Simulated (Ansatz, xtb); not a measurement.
## Relaxing a trial structure of ClFH6Si3

The starting geometry of this gas-phase singlet has its atoms placed at random.

```xyz
11

Cl    0.1373    0.5768   -0.5591
F    -0.4234    1.3625    0.3978
Si   -0.9752   -1.2198   -1.3153
Si    1.8813    0.7530   -1.0136
Si    1.0105    0.0201    1.1070
H    -0.1540   -2.6390   -0.1906
H     0.2933   -1.0434    1.3067
H    -0.5347    2.0886   -0.4530
H    -1.5295    0.6546   -0.2369
H     1.1769   -0.5719   -0.0730
H     0.8819   -0.0274   -2.4546
```

Guess where an optimisation with r2SCAN-D4/def2-SVP ends from this start.

It loosens into ClH5Si3 + FH, which stay close as a complex. Distances that change by over a tenth: Cl1–Si3 (2.24 → 2.52 Å), Cl1–Si4 (1.81 → 2.41 Å), Cl1–Si5 (1.96 → 2.40 Å), Cl1–H9 (1.70 → 2.84 Å), Si5–H7 (1.30 → 1.52 Å), Si5–H10 (1.33 → 1.78 Å). Contacts that open: Cl1–F2 (1.36 → 3.05 Å), Cl1–H8 (1.66 → 2.80 Å), Cl1–H10 (1.62 → 2.63 Å), Si4–Si5 (2.41 → 3.01 Å). Contacts that close: F2–H8 (1.12 → 0.96 Å), Si3–H6 (1.99 → 1.53 Å), Si3–H9 (2.23 → 1.56 Å), Si4–H11 (1.92 → 1.53 Å).

The energy falls by 28.02 eV over 33 steps:

```
step  E − E(last) (eV)
   1            28.021
   5             7.338
   8             1.969
  12             0.724
  15             0.539
  19             0.313
  22             0.087
  26             0.013
  29             0.000
  33             0.000
```

Final geometry (Å):

```xyz
11

Cl    0.3660    0.8569   -1.4351
F    -0.9422    1.2262    1.2917
Si   -1.7154   -0.5684   -1.5176
Si    2.3804   -0.4174   -1.7914
Si    1.3700    0.8595    0.7445
H    -1.1120   -1.3513   -0.3497
H     0.8933   -0.5588    0.9887
H    -1.5083    0.7891    0.6447
H    -2.3056    0.4977   -0.5479
H     2.6688    0.2510   -0.3124
H     1.6695   -1.6303   -1.2002
```

From the same start GFN2-xTB ends elsewhere, in pieces: FH3Si2 + H2Si + ClH.

From so rough a start the end depends on the optimiser's path, so another program may land elsewhere. No frequencies were run, so the end isn't proven a minimum. Run with Ansatz 0.2.0, 50 s on 2 threads of Intel(R) Xeon(R) 6975P-C (Granite Rapids), with other jobs on the host.
